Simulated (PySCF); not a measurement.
Species: C₅H₃F₃O₂.
SMILES with atom numbers: `[O:1]=[C:2]1[CH2:3][CH:4]=[C:5]([C:6]([F:7])([F:8])[F:9])[O:10]1`

Structure used (GFN2-xTB), in Å, numbered top down from 1:
```xyz
13
C5H3F3O2 angstrom
O     -2.438   -1.359   -1.030
C     -1.549   -0.714   -0.576
C     -1.601    0.632    0.130
C     -0.167    0.880    0.444
C      0.529   -0.158   -0.017
C      2.007   -0.413    0.035
F      2.635    0.599    0.650
F      2.550   -0.528   -1.181
F      2.310   -1.526    0.709
O     -0.239   -1.116   -0.623
H     -2.034    1.391   -0.525
H     -2.232    0.573    1.019
H      0.225    1.740    0.948
```

NICS is the negative of the GIAO shielding at a point without a nucleus: at the ring centre (0) and 1 Å above and below it (1); zz is the component along the ring normal. Level: GIAO PBE0/pcSseg-1 (PySCF, non-relativistic, gas phase) on the GFN2-xTB geometry, one conformer.

Ring bond lengths (Å), with Mayer bond orders in brackets: C2–C3 1.522 (1.00), C3–C4 1.489 (1.04), C4–C5 1.332 (1.71), C5–O10 1.369 (0.98), O10–C2 1.371 (1.01).

Give the NICS values of each ring in ppm.

```json
{"ring": "C2–C3–C4–C5–O10", "type": "5-membered ring with O; formal bonds 1 double, 4 single", "NICS(0)": "-2.7", "NICS(1), two faces": "-3.1 / -3.1", "NICS(1)zz, two faces": "-4.0 / -4.0", "rms pucker (Å)": "0.00", "centre to ring atoms, mean (Å)": "1.20"}
```

What can be read from them?

- C2–C3–C4–C5–O10: mean NICS(1)zz -4.0 ppm, shielded. C3 has four or more neighbours, and the NICS criterion for π rings isn't applied.

At the first NICS(1) probe listed for ring C2–C3–C4–C5–O10, 1 Å off the ring, what do the in-plane components average?

The isotropic value is a third of the trace: (3 × -3.1 − (-4.0))/2 = -2.7 ppm.

Give the inner angles of the rings and the Hirshfeld charges of the ring atoms.

- C2–C3–C4–C5–O10: C2 107.9° (+0.223 e), C3 102.2° (-0.068 e), C4 107.5° (-0.061 e), C5 113.9° (+0.032 e), O10 108.4° (-0.094 e); sum 540.0° against 540° for a flat convex ring.

What are the shieldings of the ring atoms and their hydrogens in the same run (means over atoms taken as equivalent)?

```csv
atoms,environment,σ isotropic (ppm),"principal values of the symmetric part, first atom (ppm)"
C2,ester carbonyl carbon,10.1,"-94.8, 45.3, 79.8"
C3,sp3 carbon next to a carbonyl,150.1,"142.1, 143.3, 164.9"
C4,alkene CH carbon,70.5,"-24.6, 79.6, 156.4"
C5,vinylic carbon bearing oxygen,33.0,"-69.8, 76.9, 91.8"
O10,ester single-bonded oxygen,61.9,"-115.6, 115.0, 186.3"
H11 (×2),methylene hydrogen,28.39,"24.6, 26.4, 34.1"
H13,vinylic hydrogen,25.56,"23.3, 25.1, 28.3"
```

Hardware: one thread, Arm Neoverse V2 (aarch64), shared host with 32 logical CPUs at a one-minute load of 11. Cost: 21 s of wall time, 0.81 GiB resident at most. This is the whole shielding run at PBE0/pcSseg-1, SCF included.
